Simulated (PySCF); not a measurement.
Molecule: SMILES C(C(F)(Cl)Cl)(F)(Cl)Cl, C₂Cl₄F₂.

Molfile (atoms numbered from 1):
```
C2Cl4F2
     RDKit          3D

  8  7  0  0  0  0  0  0  0  0999 V2000
    1.2549    0.7015   -1.0472 F   0  0  0  0  0  0  0  0  0  0  0  0
    0.7522    0.2136    0.0875 C   0  0  0  0  0  0  0  0  0  0  0  0
    1.7074   -1.1890    0.5732 Cl  0  0  0  0  0  0  0  0  0  0  0  0
    0.7947    1.4568    1.3295 Cl  0  0  0  0  0  0  0  0  0  0  0  0
   -0.7183   -0.2362   -0.2100 C   0  0  0  0  0  0  0  0  0  0  0  0
   -0.6620   -1.1771   -1.1529 F   0  0  0  0  0  0  0  0  0  0  0  0
   -1.6365    1.1360   -0.8337 Cl  0  0  0  0  0  0  0  0  0  0  0  0
   -1.4833   -0.8963    1.2289 Cl  0  0  0  0  0  0  0  0  0  0  0  0
  1  2  1  0
  2  3  1  0
  2  4  1  0
  2  5  1  0
  5  6  1  0
  5  7  1  0
  5  8  1  0
M  END
```

Geometry PBE0-D3(BJ)/def2-SVP throughout; GIAO in PySCF 2.14.0 with density-fitted response routines, gas phase, one conformer, non-relativistic; equivalent atoms averaged; basis pcSseg-1.

Question: How do the absolute shieldings σ depend on the functional? (ppm; last column core-seconds on shared hosts with different chips, so compare them loosely)

Answer: 
| functional | kind | F1/F6 | C2/C5 | Cl3/Cl4/Cl7/Cl8 | core-s |
| --- | --- | --- | --- | --- | --- |
| BP86 | GGA | 226.3 | 38.7 | 517.2 | 16 |
| OPBE | GGA | 233.3 | 53.4 | 559.8 | 17 |
| KT2 | GGA | 223.3 | 48.3 | 546.1 | 17 |
| KT3 | GGA | 229.5 | 50.0 | 554.9 | 24 |
| B97-D | GGA | 233.4 | 41.7 | 526.9 | 23 |
| PBE0 | global hybrid | 252.3 | 50.9 | 560.9 | 20 |
| CAM-B3LYP | range-separated hybrid | 261.6 | 47.7 | 547.7 | 18 |
| LC-wPBE | range-separated hybrid | 273.8 | 59.0 | 575.7 | 22 |

Question: Which nucleus moves most, in ppm?

Answer: Cl3/Cl4/Cl7/Cl8 (chlorine bonded to C): from 517.2 ppm with BP86 to 575.7 ppm with LC-wPBE. The smallest spread is 20.2 ppm, at C2/C5.
